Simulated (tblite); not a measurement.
Q: Write a Z-matrix for `C([Si-](C=C)C#N)C` as optimised with GFN2-xTB. (Charge -1.)

A: 
Z-matrix in Å and degrees, rows numbered from 1:
```
C 
C   1  1.3327
Si  2  1.8663  1  126.14
C   3  1.8487  2  102.55  1  -149.81
N   4  1.1608  3  165.03  2  -123.04
C   3  1.9211  2  106.91  1   -41.49
C   6  1.5216  3  114.13  2   -57.87
H   1  1.0865  2  123.64  3  -169.99
H   1  1.0820  2  121.45  3    11.16
H   2  1.0900  1  117.01  3   166.98
H   6  1.0958  3  108.47  2    64.28
H   6  1.0961  3  109.27  2   179.46
H   7  1.0904  6  110.21  3    58.10
H   7  1.0904  6  110.02  3   -61.05
H   7  1.0971  6  112.26  3   178.53
```

The C–Si distances run from 1.849 Å (Si3–C4, drawn single) to 1.921 Å (Si3–C6, drawn single), a spread of 0.072 Å. The C–C distances run from 1.333 Å (C1=C2, drawn double) to 1.522 Å (C6–C7, drawn single), a spread of 0.189 Å. C2 (alkene CH carbon) is almost planar (angles 126.1°, 117.0° and 115.7°, sum 358.8°, 0.09 Å off the plane of its three neighbours). Si3 (silicon bonded to 3 C) is pyramidal (angles 106.9°, 103.3° and 102.6°, sum 312.8°, 0.77 Å off the plane of its three neighbours).

Computed geometry: GFN2-xTB, gas phase.

Point group: C1 (no symmetry element, even within 0.4 Å). Its GFN2-xTB frequencies are all real (lowest 61 cm⁻¹). Torsions: C1–C2–Si3–C4 -150°, C2–Si3–C6–C7 -58°.

The run took 0.64 s on one thread, Intel Xeon (x86_64), no GPU, on a shared host. These figures are those of the optimisation.

One conformer stands for the species.
